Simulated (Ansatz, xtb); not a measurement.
## GaGeH6P: where a starting geometry ends

The starting geometry of this gas-phase singlet has its atoms placed at random.

```
atom    x (Å)    y (Å)    z (Å)
  Ga   1.1178   0.9768   1.6639
  Ge  -1.6819  -0.3343   0.1857
   P   0.7976   1.3438  -1.2958
   H  -0.9614  -1.4461   0.1806
   H   2.1238   0.1548   0.3412
   H  -0.3752   1.1407   0.8479
   H  -0.3934   1.1271  -1.6723
   H   0.2729   2.0426   0.9402
   H   1.2452   1.4824   0.4208
```

**Question.** One run relaxed it with r2SCAN-D4/def2-SVP. What is a likely outcome?

**Answer.** It ends as a structure with H6 bridging Ge2 and Ga1, given below by its coordinates. Distances that change by over a tenth: Ga1–H5 (1.85 → 1.55 Å), Ge2–H4 (1.32 → 1.59 Å), P3–H7 (1.27 → 1.41 Å). Contacts that open: Ga1–H9 (1.35 → 3.33 Å). Contacts that close: Ga1–P3 (3.00 → 2.36 Å), Ge2–P3 (3.34 → 2.43 Å), Ge2–H6 (2.08 → 1.73 Å), P3–H9 (1.78 → 1.41 Å).

The energy falls by 10.83 eV over 43 steps:

```tsv
step	E − E(last) (eV)
1	10.826
6	3.089
10	1.094
15	0.413
20	0.290
24	0.287
29	0.286
34	0.279
38	0.007
43	0.000
```

Final geometry (Å):

```xyz
9

Ga    0.7699    1.2170    1.3323
Ge   -1.3775   -0.2907   -0.0801
P     0.3601    1.1332   -0.9942
H    -0.2710   -1.4329   -0.1272
H     1.9683    0.3208    1.7360
H    -0.7155    0.2181    1.4307
H    -0.0987    2.2564   -1.7177
H     0.2537    2.5593    1.9192
H     1.2559    0.5066   -1.8867
```

From the same start GFN2-xTB ends elsewhere, differing in Ga1–P3 (2.89 against 2.36 Å here), Ga1–H5 (3.06 against 1.55 Å here), Ga1–H6 (2.27 against 1.79 Å here), Ga1–H8 (2.31 against 1.55 Å here), Ge2–P3 (4.64 against 2.43 Å here), Ge2–H8 (1.73 against 3.84 Å here).

From so rough a start the end depends on the optimiser's path, so another program may land elsewhere. The end wasn't checked by frequencies. Run with Ansatz 0.2.0, 2.6 min on 2 threads of Arm Neoverse V2, with other jobs on the host.
